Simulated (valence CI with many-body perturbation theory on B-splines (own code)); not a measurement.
**Nd¹⁹⁺: M1 decay**

Level of theory: relativistic CI+MBPT: five valence electrons over a frozen Dirac-Fock core [Kr], a basis of 7 s, 7 p, 8 d, 6 f, 4 g, 1 h functions for each j, with the one-electron correlation potential Σ1 (screened to all orders), the two-electron term Σ2, the three-electron term Σ3, Breit, model QED; selected single and double excitations, second order for the rest (own B-spline code, finite nucleus).

No measured levels were compared; by estimate terms of the open shell hold to 2 to 4 % of their energy, and close levels can change places. Core correlation moves these levels by up to 12000 cm⁻¹, and in measured spectra 5 to 20 % of such shifts remained as error; rates that hang on mixing are uncertain with them. Among the levels kept, up to 270 cm⁻¹ of a level comes from second order outside the variational space, and about a tenth of that is noise between levels of different J, which matters for small intervals. Only levels of the ground parity were solved; by the run's estimate the other parity begins above the list, which can be wrong where configurations are misplaced.

Lines 51 to 100 of 120 in falling wavelength, among levels below 241250 cm⁻¹, chosen from the decays that carry over 1 % of a level's rate. Wavelengths and rates use the calculated energies, so an error of 2000 cm⁻¹ moves a line at 253.3 nm by 5.1 % and its rate by three times that or more. Weak lines are less certain than strong ones. Lines between different terms over intervals too small for the method are left out, as are lines whose strength nearly cancels. Where a level lies close to another of its J and parity, the split of strength between their lines is uncertain.

Levels are named by their leading jj configuration (3d3/2^4 stands for four electrons in 3d with j = 3/2), which in mixed levels can hold well under half, so a name can repeat and another be missing. Letters in brackets count levels of one name in rising energy.

| λ vac (nm) | Upper | Lower | Type | A (s⁻¹) | Branch % |
| --- | --- | --- | --- | --- | --- |
| 253.3 | (4d3/2^2 4d5/2^3) J=9/2 [b] | (4d3/2^3 4d5/2^2) J=7/2 [b] | M1 | 1.25e+02 | 5.8 |
| 246.8 | (4d3/2 4d5/2^4) J=5/2 [a] | (4d3/2^2 4d5/2^3) J=7/2 [a] | M1 | 2.53e+02 | 6.2 |
| 242.3 | (4d3/2^2 4d5/2^3) J=1/2 [b] | (4d3/2^2 4d5/2^3) J=3/2 [a] | M1 | 6.24e+01 | 2.9 |
| 235.2 | (4d3/2^2 4d5/2^3) J=7/2 [b] | (4d3/2^3 4d5/2^2) J=7/2 [b] | M1 | 1.63e+01 | 3.3 |
| 233.1 | (4d3/2^2 4d5/2^3) J=9/2 [a] | (4d3/2^3 4d5/2^2) J=7/2 [a] | M1 | 2.80e+02 | 48.7 |
| 231.8 | (4d3/2^2 4d5/2^3) J=13/2 | (4d3/2^3 4d5/2^2) J=11/2 | M1 | 1.18e+02 | 93.4 |
| 231.2 | (4d3/2^2 4d5/2^3) J=5/2 [a] | (4d3/2^3 4d5/2^2) J=5/2 [a] | M1 | 1.08e+03 | 63.5 |
| 228.6 | (4d3/2^2 4d5/2^3) J=5/2 [b] | (4d3/2^3 4d5/2^2) J=7/2 [b] | M1 | 6.37e+01 | 2.7 |
| 227.0 | (4d3/2^2 4d5/2^3) J=3/2 [b] | (4d3/2^3 4d5/2^2) J=3/2 | M1 | 1.28e+03 | 43.8 |
| 224.7 | (4d3/2^2 4d5/2^3) J=7/2 [c] | (4d3/2^2 4d5/2^3) J=7/2 [a] | M1 | 3.08e+01 | 1.8 |
| 212.5 | (4d3/2^2 4d5/2^3) J=3/2 [c] | (4d3/2^3 4d5/2^2) J=5/2 [b] | M1 | 2.93e+02 | 31.8 |
| 211.6 | (4d3/2 4d5/2^4) J=7/2 [a] | (4d3/2^2 4d5/2^3) J=9/2 [a] | M1 | 1.02e+03 | 34.0 |
| 209.9 | (4d3/2^3 4d5/2^2) J=5/2 [b] | (4d3/2^4 4d5/2) J=5/2 [b] | M1 | 7.71e+02 | 43.0 |
| 208.2 | (4d3/2 4d5/2^4) J=5/2 [a] | (4d3/2^3 4d5/2^2) J=5/2 [b] | M1 | 1.24e+03 | 30.3 |
| 206.5 | (4d3/2 4d5/2^4) J=11/2 | (4d3/2^2 4d5/2^3) J=13/2 | M1 | 4.00e+02 | 12.9 |
| 205.5 | (4d3/2^2 4d5/2^3) J=9/2 [c] | (4d3/2^2 4d5/2^3) J=9/2 [a] | M1 | 2.13e+01 | 1.9 |
| 202.9 | (4d3/2^2 4d5/2^3) J=5/2 [a] | (4d3/2^3 4d5/2^2) J=3/2 | M1 | 1.61e+02 | 9.4 |
| 193.8 | (4d3/2^2 4d5/2^3) J=5/2 [a] | (4d3/2^3 4d5/2^2) J=7/2 [a] | M1 | 2.57e+02 | 15.1 |
| 192.3 | (4d3/2^2 4d5/2^3) J=7/2 [c] | (4d3/2^3 4d5/2^2) J=5/2 [b] | M1 | 1.86e+02 | 11.1 |
| 191.0 | (4d3/2 4d5/2^4) J=5/2 [a] | (4d3/2^3 4d5/2^2) J=7/2 [b] | M1 | 5.55e+02 | 13.5 |
| 190.1 | (4d3/2 4d5/2^4) J=11/2 | (4d3/2^2 4d5/2^3) J=9/2 [a] | M1 | 3.93e+02 | 12.7 |
| 184.0 | (4d3/2 4d5/2^4) J=7/2 [a] | (4d3/2^2 4d5/2^3) J=7/2 [a] | M1 | 6.21e+02 | 20.8 |
| 183.1 | (4d3/2^2 4d5/2^3) J=9/2 [c] | (4d3/2^2 4d5/2^3) J=11/2 | M1 | 1.67e+02 | 14.7 |
| 181.7 | (4d3/2^3 4d5/2^2) J=7/2 [a] | (4d3/2^4 4d5/2) J=5/2 [a] | M1 | 1.65e+02 | 54.8 |
| 181.6 | (4d3/2^2 4d5/2^3) J=9/2 [b] | (4d3/2^3 4d5/2^2) J=9/2 | M1 | 1.12e+03 | 51.5 |
| 181.3 | (4d3/2^2 4d5/2^3) J=7/2 [a] | (4d3/2^4 4d5/2) J=5/2 [b] | M1 | 6.76e+01 | 12.1 |
| 177.5 | (4d3/2^2 4d5/2^3) J=7/2 [c] | (4d3/2^3 4d5/2^2) J=7/2 [b] | M1 | 5.21e+02 | 31.1 |
| 174.4 | (4d3/2^3 4d5/2^2) J=3/2 | (4d3/2^4 4d5/2) J=5/2 [a] | M1 | 1.43e+03 | 93.6 |
| 172.1 | (4d3/2^2 4d5/2^3) J=7/2 [b] | (4d3/2^3 4d5/2^2) J=9/2 | M1 | 2.41e+02 | 48.8 |
| 171.9 | (4d3/2^2 4d5/2^3) J=7/2 [b] | (4d3/2^3 4d5/2^2) J=5/2 [a] | M1 | 1.49e+01 | 3.0 |
| 170.8 | (4d3/2 4d5/2^4) J=11/2 | (4d3/2^2 4d5/2^3) J=11/2 | M1 | 1.79e+03 | 57.6 |
| 168.3 | (4d3/2^2 4d5/2^3) J=5/2 [b] | (4d3/2^3 4d5/2^2) J=5/2 [a] | M1 | 1.55e+02 | 6.6 |
| 167.9 | (4d3/2^2 4d5/2^3) J=9/2 [b] | (4d3/2^3 4d5/2^2) J=11/2 | M1 | 4.06e+02 | 18.7 |
| 165.6 | (4d3/2^2 4d5/2^3) J=3/2 [a] | (4d3/2^4 4d5/2) J=5/2 [b] | M1 | 4.65e+01 | 9.1 |
| 162.4 | (4d3/2^2 4d5/2^3) J=3/2 [c] | (4d3/2^3 4d5/2^2) J=1/2 | M1 | 9.99e+01 | 10.8 |
| 161.7 | (4d3/2 4d5/2^4) J=7/2 [a] | (4d3/2^3 4d5/2^2) J=5/2 [b] | M1 | 5.92e+01 | 2.0 |
| 157.8 | (4d3/2^3 4d5/2^2) J=5/2 [a] | (4d3/2^4 4d5/2) J=5/2 [a] | M1 | 2.42e+02 | 27.6 |
| 157.5 | (4d3/2^2 4d5/2^3) J=9/2 [b] | (4d3/2^3 4d5/2^2) J=7/2 [a] | M1 | 4.20e+02 | 19.4 |
| 152.8 | (4d3/2^2 4d5/2^3) J=5/2 [b] | (4d3/2^3 4d5/2^2) J=3/2 | M1 | 1.73e+02 | 7.3 |
| 152.2 | (4d3/2^2 4d5/2^3) J=3/2 [b] | (4d3/2^4 4d5/2) J=5/2 [b] | M1 | 9.43e+02 | 32.1 |
| 151.1 | (4d3/2 4d5/2^4) J=7/2 [a] | (4d3/2^3 4d5/2^2) J=7/2 [b] | M1 | 3.99e+02 | 13.4 |
| 150.3 | (4d3/2^2 4d5/2^3) J=7/2 [b] | (4d3/2^3 4d5/2^2) J=7/2 [a] | M1 | 9.17e+00 | 1.9 |
| 149.1 | (4d3/2^2 4d5/2^3) J=3/2 [c] | (4d3/2^3 4d5/2^2) J=5/2 [a] | M1 | 1.87e+01 | 2.0 |
| 148.0 | (4d3/2^2 4d5/2^3) J=9/2 [c] | (4d3/2^3 4d5/2^2) J=7/2 [b] | M1 | 4.79e+02 | 42.1 |
| 147.6 | (4d3/2^2 4d5/2^3) J=5/2 [b] | (4d3/2^3 4d5/2^2) J=7/2 [a] | M1 | 8.45e+02 | 35.9 |
| 147.0 | (4d3/2 4d5/2^4) J=5/2 [a] | (4d3/2^3 4d5/2^2) J=5/2 [a] | M1 | 1.24e+03 | 30.2 |
| 145.9 | (4d3/2^2 4d5/2^3) J=1/2 [b] | (4d3/2^3 4d5/2^2) J=1/2 | M1 | 4.89e+02 | 22.9 |
| 141.0 | (4d3/2^2 4d5/2^3) J=5/2 [a] | (4d3/2^4 4d5/2) J=5/2 [b] | M1 | 6.79e+01 | 4.0 |
| 139.1 | (4d3/2^2 4d5/2^3) J=7/2 [c] | (4d3/2^3 4d5/2^2) J=9/2 | M1 | 7.25e+02 | 43.2 |
| 138.9 | (4d3/2^2 4d5/2^3) J=7/2 [c] | (4d3/2^3 4d5/2^2) J=5/2 [a] | M1 | 1.36e+02 | 8.1 |
